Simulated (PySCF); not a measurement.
Start geometry of `[GeH4]` from GFN2-xTB (Å):
```
atom  x, y, z in Å
Ge1    0.0019    0.0009   -0.0036
H2    -0.5968   -0.8520   -1.0582
H3     0.5537   -0.8581    1.0714
H4    -1.0404    0.8915    0.5610
H5     1.0903    0.8205   -0.5877
```

**Question.** What comes out of this run: PBE0-D3(BJ)/def2-SVP geometry optimisation, gas phase (PySCF 2.14.0)?

**Answer.** 
```
atom  x, y, z in Å
Ge1    0.1076    0.1753   -0.1328
H2    -0.5124   -0.7085   -1.2270
H3     0.6777   -0.7152    0.9829
H4    -0.9718    1.1009    0.4511
H5     1.2370    1.0241   -0.7386
```

The energy falls by 10.9 kJ/mol over 4 energy and gradient evaluations, the largest force component goes from 0.0154 to 1.5e-05 Eh/bohr, and the atoms move by 0.049 Å rms after alignment. Among the bonds, Ge1–H2, Ge1–H3, Ge1–H4 and Ge1–H5 change most and about equally (+0.054 to +0.055 Å). Bonds longer at the end by more than 0.005 Å: 4 of 4; shorter: 0. The orientation of the end geometry is arbitrary; only internal coordinates are fixed.

The run used 52 basis functions and 20 SCF cycles in all.

Not checked by PBE0-D3(BJ)/def2-SVP frequencies.
